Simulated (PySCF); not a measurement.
## Relaxation of quartet IrH₄

Method: PySCF, UPBE0, basis Ir def2-TZVP with ECP60, H def2-TZVP (scalar-relativistic core potentials, no spin–orbit coupling, density fitting). A (50,194) grid was used.

A start displaced from a saddle point along its imaginary mode, of Cs symmetry, held to at least that symmetry:

Coordinates in bohr (charge 0 multiplicity 4):
```
Ir   -0.0020    0.0020   -0.0205
H     0.2080    2.9204    0.9140
H     0.2169   -2.8709    1.0464
H     2.8725   -0.2072    1.0442
H    -2.9190   -0.2161    0.9167
```

Question: What does it relax to?

Answer: It ends at Cs with Ir–H 1.617 Å (×2), Ir–H 1.631 Å (×2); H–Ir–H 60.5°, H–Ir–H 84.0° (×2), H–Ir–H 113.2°, H–Ir–H 137.5° (×2). A frequency run shows 1 imaginary mode, down to 237i cm⁻¹, so it is a saddle point. Other isomers or separated fragments may lie lower.

Question: How much energy is released, and in how many steps?

Answer: 6.2 kJ/mol in 7 steps.

Other spin states or occupations of the open shell can lie lower. At this level a doublet minimum of C2v symmetry lies 163 kJ/mol below this structure. With an element this heavy the missing spin–orbit coupling can shift these numbers.
